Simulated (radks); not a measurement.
Values are calculated unless marked as measured or tabulated.
Task: Radial electron density D(r) = 4 pi r^2 rho(r) of an atom or ion with 41 electrons. Level of theory: scalar-relativistic Kohn-Sham, AM05, spin-polarised, spherical densities, finite nucleus; Fermi nuclear charge, rms radius of each element as measured or else 0.836 A^(1/3) + 0.57 fm (a radial shooting solver on a logarithmic mesh with Libxc functionals).

```
   r/bohr * D(r) (the largest magnitude, 71.4, reaches the edge; | marks zero)
 0.004449 |         *
 0.005886 |              *
 0.007788 |                    *
  0.01022 |                            *
  0.01353 |                                   *
   0.0179 |                                         *
  0.02349 |                                           *
  0.03108 |                                         *
  0.04113 |                                     *
  0.05398 |                                      *
  0.07142 |                                              *
   0.0945 |                                                      *
    0.124 |                                                   *
   0.1641 |                                       *
   0.2172 |                                    *
    0.285 |                                          *
   0.3771 |                                      *
    0.499 |                    *
    0.655 |           *
   0.8667 |          *
    1.147 |       *
    1.505 |   *
    1.991 | *
    2.635 |*
    3.459 *
    4.576 *
    6.055 *
```

What is the nuclear charge?

Result: Z = 45. The innermost maximum, from 1s, lies near gamma/Z bohr with gamma = sqrt(1 - (Z/c)^2) = 0.945, here 0.021 bohr (found: 0.0229), and its height grows with Z. The density is that of the rhodium ion Rh4+ in [Kr] 4d3 5s2; the configuration itself is not fixed sharply by these data, and Z only to a few units. D(r) has 4 maxima, at r = 0.0229, 0.101, 0.309, 0.839 bohr, and minima at 0.0456, 0.199, 0.739 bohr, inside which lie 2.02, 11.07, 29.45 electrons.
